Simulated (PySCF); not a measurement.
# Dipole response of Bi+ (bismuth, charge +1)

[Xe] 4f14 5d10 6s2 6p2, high-spin 3P determinant. All numbers are calculated (PySCF 2.14, scalar relativity through the core potential, in aug-cc-pVQZ-PP with ECP60MDF (7s7p5d3f2g, 92 functions)). Coupled (time-dependent) response in atomic units; α is the mean over directions.

| method | mean α (bohr³) | α xx, yy, zz | C₆ (like pair) | S(−4) |
| --- | --- | --- | --- | --- |
| CAM-B3LYP | 26.88 | 23.21, 28.71, 28.71 | 245.8 | 186.2 |

S(−4) is the Cauchy moment in α(ω) = α(0) + S(−4) ω² + …

Spin-orbit coupling is absent.

α(iu) at CAM-B3LYP:

```csv
u (hartree),α(iu) (bohr³)
0,26.88
0.0500,26.42
0.100,25.17
0.200,21.40
0.300,17.48
0.500,11.71
0.750,7.755
1.00,5.623
1.50,3.485
2.00,2.428
3.00,1.388
5.00,0.6176
```

For an ion, C₆ is the dispersion term alone; charge-induced terms of lower order in 1/R come first.

The components differ because the open shell of this determinant is not spherical; for a pure term their mean is the scalar polarisability.

Energies and moments cover only the electrons outside the core potential. Spin-orbit coupling is strong in this species (close to jj coupling), so the high-spin LS determinant is a model state, not a physical level.
